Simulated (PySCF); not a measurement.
C2H9InN, neutral, multiplicity 2. Atoms are numbered in the order given.

```xyz
13

In     0.2415     0.0835     0.3326
C      1.1351     1.0572    -1.4454
H      1.9457     0.4494    -1.8752
H      1.5552     2.0357    -1.1670
H      0.3607     1.2205    -2.2136
C     -1.8496     0.6179     0.8320
H     -2.3473    -0.1827     1.4000
H     -2.4191     0.8118    -0.0924
H     -1.8681     1.5316     1.4455
N     -0.4446    -1.9125    -0.9515
H     -1.0714    -1.6394    -1.7086
H     -0.9418    -2.5902    -0.3750
H      0.3501    -2.3918    -1.3729
```
Charge 0, spin multiplicity 2.

Coordinates come from a PBE0-D3(BJ)/def2-SVP optimisation. The multiplicity is an assumed one; other spin states were not compared. The isomer is the one that the SMILES or the coordinates give; other isomers of the formula were not compared. The def2 effective core potentials stand for the cores of In; spin–orbit coupling is left out.

All values below come from M06-2X/def2-TZVP (PySCF).

ESP charges are fitted to the potential on shells at 1.4 to 2.0 van der Waals radii. Atomic charges (e):

| atom | Löwdin | ESP fit | Mulliken spin |
|---|---|---|---|
| In1 | 0.21 | -0.17 | 0.82 |
| C2 | -0.59 | 0.07 | 0.08 |
| H3 | 0.11 | -0.07 | 0.00 |
| H4 | 0.12 | -0.02 | 0.00 |
| H5 | 0.11 | -0.04 | 0.01 |
| C6 | -0.59 | 0.06 | 0.08 |
| H7 | 0.11 | -0.07 | 0.00 |
| H8 | 0.11 | -0.03 | 0.01 |
| H9 | 0.12 | -0.02 | 0.00 |
| N10 | -0.21 | -0.27 | 0.00 |
| H11 | 0.16 | 0.21 | 0.01 |
| H12 | 0.16 | 0.18 | 0.00 |
| H13 | 0.16 | 0.18 | 0.00 |
